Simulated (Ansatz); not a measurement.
BeCl$_{2}$, triplet, at a GFN2-xTB geometry (such geometries of metal compounds can be far from the true shape) (a higher spin typed on purpose: for a closed-shell molecule this is an excited state); R2SCAN/cc-pVTZ run with Ansatz (a quantum-chemistry and plane-wave program).

Here is a job for Ansatz.
Ansatz 0.2 input:
```yaml
crystal:
  periodic: [false, false, false]
  atoms:
    - {symbol: Be, position_ang: [0.85852233, -0.70764012, 0.71422992]}
    - {symbol: Cl, position_ang: [0.82809637, 0.31174954, -0.97443787]}
    - {symbol: Cl, position_ang: [-1.03010162, -0.14524598, 0.80638377]}
basis:
  gaussian:
    orbitals: cc-pVTZ
hamiltonian:
  xc: r2scan
magnetization: {spin_polarized: true, initial_magnetization: 2}
```

What the program printed (banner, timings and long lists left out):

```
Functional definition: r2SCAN
708 factors; their error is unknown
mean field evaluation 1: about -25445.0189 eV, gradient 6.7e0 eV
mean field evaluation 2: about -25445.1634 eV, gradient 5.5e0 eV
mean field evaluation 4: about -25445.3041 eV, gradient 6.2e-1 eV
mean field evaluation 8: about -25445.2775 eV, gradient 3.0e-2 eV
mean field evaluation 16: about -25443.7267 eV, gradient 5.7e0 eV
mean field -25445.27752651 eV, -935.0967016707 hartree, gradient 6.6e-5 eV, S^2 2.005257; 0 other end points of the search recorded, 0 dependent functions left out
reference -25445.27754155 eV, -935.0967022232 hartree; 20, 18 occupied and 78, 80 virtual orbitals, 708 factors
Total energy: -25445.27754155 eV, -935.0967022232 hartree
```
